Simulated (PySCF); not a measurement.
W(O)2(F)(NH2) (FH2NO2W), SMILES [NH2][W](=[O])(=[O])[F], multiplicity 1. Atoms are numbered in the order given.

```xyz
7

W      0.0321    -0.0276     0.0000
O      1.0075    -0.1235     1.3926
O      1.0075    -0.1235    -1.3926
F     -1.2433    -1.4000     0.0000
N     -0.7811     1.7218     0.0000
H     -0.9193     2.2814     0.8381
H     -0.9193     2.2814    -0.8381
```

Coordinates come from a PBE0-D3(BJ)/def2-SVP optimisation. The multiplicity is an assumed one; no other spin state was optimised. The structure was generated by enumeration; whether it is a known compound was not checked. The def2 effective core potentials stand for the cores of W; spin–orbit coupling is left out. One conformer was computed; it need not be the lowest.

Calculation: M06-2X/def2-TZVP in PySCF.

Symmetry labels are those of the subgroup Cs that the program uses (full group Cs).

Computed valence orbital energies around the gap with their symmetry:
| orbital | symmetry | energy (eV) |
|---|---|---|
| HOMO−7 | A' | -14.87 |
| HOMO−6 | A' | -13.78 |
| HOMO−5 | A" | -13.32 |
| HOMO−4 | A" | -12.48 |
| HOMO−3 | A' | -12.38 |
| HOMO−2 | A' | -11.69 |
| HOMO−1 | A" | -10.83 |
| HOMO | A' | -10.52 |
| LUMO | A' | -0.76 |
| LUMO+1 | A" | -0.75 |
| LUMO+2 | A' | -0.05 |
| LUMO+3 | A' | 0.46 |
